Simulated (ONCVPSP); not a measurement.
# What one change does to a pseudopotential (Ge, ONCV)

Ge (Z = 32), optimised norm-conserving Vanderbilt (ONCV), made with ONCVPSP 4.0.1 (PBE, scalar-relativistic). Core [Ar], reference 3d10 4s2 4p1.75 (charge +0.25). Waves: 4s: rc 1.85 bohr, ncon 4, nbas 8, qcut 3.6 1/bohr, 3 projectors, debl 3.9 Ha; 4p: rc 1.65 bohr, ncon 4, nbas 9, qcut 4.7 1/bohr, 3 projectors, debl 0.3 Ha; 3d: rc 1.05 bohr, ncon 5, nbas 9, qcut 16.2 1/bohr, 2 projectors, debl 2.8 Ha. Local part: polynomial inside 0.95 bohr (lpopt 5, dvloc0 0 Ha). Core correction: Teter function, fcfact 4, rcfact 1.65.

Change: d: qcut 14.5.

Cutoffs: the cutoffs (Ha) at which the residual kinetic energy of the hardest occupied pseudo-wave falls to 1 and 0.1 mHa per electron; they do not see the model core or the augmentation charge, which bear on the density cutoff. Errors are all-electron minus pseudo energies relative to the spin-unpolarised reference configuration.

Task: What does the change do?

Result: The potential gets softer (107 Ha and 118 Ha → 95 Ha and 113 Ha); both files keep a bound ghost (p); the errors of the 4 common tests hardly move. The waves are optimised to have the least kinetic energy above qcut, so the cutoff follows it (qcut²/2 in Ha).

```tsv
quantity	base	changed
cutoff, loose	107 Ha	95 Ha
cutoff, tight	118 Ha	113 Ha
loose cutoff by channel	s 13 Ha, p 6.9 Ha, d 107 Ha	s 13 Ha, p 6.9 Ha, d 95 Ha
bound ghosts	p	p
GHOST(+) flags under 300 eV	s at 171.5 eV, p at 265.5 eV	s at 171.5 eV, p at 265.5 eV
error for 3d10 4s2 4p2, meV [ΔE -1.18 eV]	+0.1	+0.1
error for 3d10 4s2 4p1, meV [ΔE 6.26 eV]	-0.9	-0.9
error for 3d10 4s2 4p0, meV [ΔE 21.70 eV]	-0.8	-0.8
error for 3d10 4s1 4p2, meV [ΔE 14.98 eV]	-2.4	-2.4
s: phases at 1.87 bohr within 0.05 rad from the reference energy up to (Ha; the scan ends near 5)	to the end of the scan	to the end of the scan
p: phases at 1.67 bohr within 0.05 rad from the reference energy up to (Ha; the scan ends near 5)	to the end of the scan	to the end of the scan
d: phases at 1.07 bohr within 0.05 rad from the reference energy up to (Ha; the scan ends near 5)	to the end of the scan	to the end of the scan
rms error of d²Exc/dni dnj with the model core, mHa	1.81	1.51
```

 A true bound ghost makes a file unfit for plane-wave use even where its test errors are small: the radial tests pick states by their node count and pass the ghost by.
